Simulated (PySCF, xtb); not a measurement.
C₂H₄I, SMILES C[CH]I, multiplicity 2.

Harmonic wavenumbers (cm⁻¹) from GFN2-xTB (xtb) at its own minimum, in rising order: 129, 275, 409, 609, 992, 1022, 1139, 1229, 1395, 1455, 1461, 2881, 3002, 3014, 3105.

What does PBE-D3(BJ)/def2-SVP (PySCF) give at its own minimum? (Estimate from the structure and the level; the computed values follow.)

133, 263, 336, 547, 938, 953, 1099, 1193, 1327, 1377, 1394, 2904, 2996, 3049, 3147. Paired by order, the mean absolute difference is 45 cm⁻¹ and the zero-point energies are 31.6 and 31.0 kcal/mol.
